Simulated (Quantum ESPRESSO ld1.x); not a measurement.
Problem. The lithium ion Li2+, 1 electrons, occupied as 1s0.5 2p0.5 (fractional occupations, a model configuration). Method: scalar-relativistic Kohn-Sham, LDA (Slater exchange, Perdew-Wang correlation), spin-polarised, spherical densities, point nucleus; open shells are filled with parallel spins first; computed with ld1.x of Quantum ESPRESSO 7.5. Some entries of the table are withheld. Estimate them.

orbital  occ.  eigenvalue (Ry)  <r> (bohr)  <1/r> (bohr^-1)
1s up     0.5         -8.27859      0.4956            3.034
1s down     0         -6.98548      0.5317            2.853
2s up       0         -1.70942       2.104           0.7014
2p up     0.5         -1.62872       1.812           0.6944
2s down     0         -1.46361       2.313           0.6393
2p down     0         -1.36410       2.038           0.6177
3p up       0         -0.60528         (1)              (2)
3p down     0         -0.54680         (3)              (4)

Solution. 
(1) 3p up <r> (bohr): 4.717
(2) 3p up <1/r> (bohr^-1): 0.2967
(3) 3p down <r> (bohr): 5.169
(4) 3p down <1/r> (bohr^-1): 0.2717
